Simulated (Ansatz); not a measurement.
A series at Si: from `N[SiH](N)N`, ligands are replaced one by one, each step taking up H₂ and setting free NH₃; n counts the steps. Ansatz, PBE0-D4/def2-TZVP geometries. Each molecule was computed in one conformer, which needn't be the lowest.

```json
{"n": "0", "molecule": "`N[SiH](N)N`", "HOMO energy, ωB97M-V/def2-TZVPP (eV)": "-9.25"}
{"n": "1", "molecule": "`N[SiH2]N`", "HOMO energy, ωB97M-V/def2-TZVPP (eV)": "-9.54"}
{"n": "2", "molecule": "`N[SiH3]`", "HOMO energy, ωB97M-V/def2-TZVPP (eV)": "?"}
{"n": "3", "molecule": "SiH₄", "HOMO energy, ωB97M-V/def2-TZVPP (eV)": "-12.14"}
```

Task: By hand: fit a straight line y = ȳ + b (n − n̄) to the 3 given rows and predict n = 2.

Result: n̄ = 1.333, ȳ = -10.310; Σ(n − n̄)(y − ȳ) = -4.720, Σ(n − n̄)² = 4.667, so b = -1.011 eV a step. Prediction: -10.310 + (-1.011) × (0.667) = -10.98 eV.

Task: By hand: compare with the computed value, -9.78 eV, and give the steps along the whole series.

Result: The line misses by 1.20 eV (computed minus predicted). Steps: -0.29, -0.24, -2.36 eV.

One step carries most of the change, so a line is a poor guide. The highest orbital can change its character along such a series. The miss is 41.5 % of the series' range.
